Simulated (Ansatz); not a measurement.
`COC(=N)[SiH2]F` + `OC(F)Cl` → `F[SiH2]C(F)Cl` + `COC(=N)O`  (formal exchange of groups at the Si–C bond)

Gas-phase electronic energies from Ansatz, PBE0-D4/def2-TZVP geometries. CBS: MP2 limit from def2 TZ/QZ plus the TZ coupled-cluster correction, frozen cores. Functionals use def2-TZVPP. One conformer a species, not always the lowest.

```tsv
species	PBE0-D4 energy (Eh)
`COC(=N)[SiH2]F`	-598.86784
`OC(F)Cl`	-674.31904
`F[SiH2]C(F)Cl`	-988.96169
`COC(=N)O`	-284.22321
```

Problem. Work out ΔE.

Solution. ΔE = (-988.96169) + (-284.22321) − (-598.86784) − (-674.31904) = 0.00198 Eh = +5.2 kJ/mol. CCSD(T)/CBS gives +8.9 kJ/mol.

Largest T1 diagnostic among the species: 0.014.

From PBE to PBE0 (25 % exact exchange), in def2-TZVPP and without D4, ΔE moves by −4.9 kJ/mol. In def2-TZVPP, CCSD(T) changes the Hartree–Fock value by +9.3 kJ/mol (the triples alone add +2.5 kJ/mol) and MP2 by +8.8 kJ/mol.
